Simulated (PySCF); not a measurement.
**Radial density of Re⁺ (rhenium, charge +1)**

UHF, [Xe] 4f14 5d5 6p1, high-spin 7P determinant (an excited configuration). Calculation: PySCF 2.14, in aug-cc-pVQZ-PP with ECP60MDF (7s7p6d4f3g2h, 135 functions); a scalar-relativistic core potential. This is the valence pseudo-density: the core potential removes the inner electrons and smooths the orbitals near the nucleus.

```json
{"r (bohr)": "0.141", "4πr²ρ (e/bohr)": "1.498e-05", "4πr²(ρα − ρβ)": "0.0000"}
{"r (bohr)": "0.238", "4πr²ρ (e/bohr)": "0.0006165", "4πr²(ρα − ρβ)": "0.0001"}
{"r (bohr)": "0.399", "4πr²ρ (e/bohr)": "0.08103", "4πr²(ρα − ρβ)": "0.0060"}
{"r (bohr)": "0.672", "4πr²ρ (e/bohr)": "4.141", "4πr²(ρα − ρβ)": "0.3049"}
{"r (bohr)": "1.13", "4πr²ρ (e/bohr)": "11.77", "4πr²(ρα − ρβ)": "2.8217"}
{"r (bohr)": "1.90", "4πr²ρ (e/bohr)": "4.014", "4πr²(ρα − ρβ)": "2.6455"}
{"r (bohr)": "3.20", "4πr²ρ (e/bohr)": "0.7718", "4πr²(ρα − ρβ)": "0.7574"}
{"r (bohr)": "5.38", "4πr²ρ (e/bohr)": "0.1256", "4πr²(ρα − ρβ)": "0.1256"}
{"r (bohr)": "9.05", "4πr²ρ (e/bohr)": "0.002383", "4πr²(ρα − ρβ)": "0.0024"}
```

Energies and moments cover only the electrons outside the core potential. Spin-orbit coupling, absent here, splits the open shell strongly.
